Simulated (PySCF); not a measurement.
Predicted microwave data (B3LYP/def2-SVPD in PySCF (dipole) on a GFN2-xTB geometry, gas phase) for one isomer of C4H9NO2Si:

| Item | Value |
| --- | --- |
| Rotational constants | A = 2808, B = 1484, C = 1163 MHz |
| Dipole components | \|μa\| = 0.14 D, \|μb\| = 0.01 D, \|μc\| = 0.84 D |
| Inertial defect | -86.16 u·Å² |
| κ | -0.61 |

Task: Which candidate fits, each taken in the one conformer that was computed?
A. `[H]/[N:1]=[CH:2]\[SiH:3]1[O:4][CH2:5][CH2:6][CH2:7][O:8]1` with N1–C2–Si3–O4 -138°, C2–Si3–O4–C5 138°, Si3–O4–C5–C6 17°, O4–C5–C6–C7 -58°, C5–C6–C7–O8 58°
B. `[CH3:1][N:2]([CH3:3])[Si@:4]1([OH:5])[CH:6]=[CH:7][O:8]1` with C1–N2–Si4–O5 31°, N2–Si4–O5–H 151°
C. `[CH2:1]=[N:2][SiH:3]1[O:4][CH2:5][CH2:6][CH2:7][O:8]1` with C1–N2–Si3–O4 -122°, N2–Si3–O4–C5 -132°, Si3–O4–C5–C6 41°, O4–C5–C6–C7 -61°, C5–C6–C7–O8 61°

Result: B. It is CN(C)[Si@]1(O)C=CO1, an asymmetric top, point group C1. The candidates at the same level (rigid rotor, commonest isotopes):

```csv
SMILES,A (MHz),B (MHz),C (MHz),μa (D),μb (D),μc (D),Δ (u·Å²),point group,rotor
[H]/N=C\[SiH]1OCCCO1,3508,1269,1037,3.95,0.37,0.21,-55.19,C1,asymmetric top
CN(C)[Si@]1(O)C=CO1,2808,1484,1163,0.14,0.01,0.84,-86.16,C1,asymmetric top
C=N[SiH]1OCCCO1,3586,1290,1086,0.60,0.00,0.49,-67.51,Cs,asymmetric top
```

`C=N[SiH]1OCCCO1` has A 28 % too high; `[H]/N=C\[SiH]1OCCCO1` has A 25 % too high. No structure here is proved a minimum.
